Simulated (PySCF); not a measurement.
## How methods differ on the ionisation energy of Sn²⁶⁺

Sn²⁶⁺ [Ar] 3d6 (5D) → Sn²⁷⁺ [Ar] 3d5 (6S), as a difference of total energies. All numbers are calculated (PySCF 2.14, the spin-free X2C one-electron Hamiltonian (Gaussian nucleus), in an uncontracted even-tempered set (19 s from 3.4 bohr⁻², ratio 2.5; 12 p from 4.4 bohr⁻², ratio 2.5; 8 d from 4.4 bohr⁻², ratio 2.5; 4 f from 18 bohr⁻², ratio 2.7; 3 g from 27 bohr⁻², ratio 2.7)). Correlated levels: outer shells: [Ne] frozen; virtual orbitals above 40 to 60 times the deepest correlated orbital energy dropped. The calculations carry no spin-orbit coupling.

| method | ionisation energy (eV) |
| --- | --- |
| UHF | 1418.0 |
| LDA | 1420.4 |
| PBE | 1420.9 |
| PBE0 | 1420.7 |
| r2SCAN | 1420.9 |
| B2PLYP | 1420.3 |
| B3LYP | 1421.1 |
| MP2 (outer shells) | 1419.3 |
| SCS-MP2 (outer shells) | 1419.5 |

A first-order spin-orbit estimate (lowest level to lowest level, LS coupling) adds 3.934 eV.

Breit and QED terms and the two-electron picture change are absent.

For comparison: 1421 ± 4 eV (theoretical estimate listed by NIST; NIST Atomic Spectra Database, ionization energies).
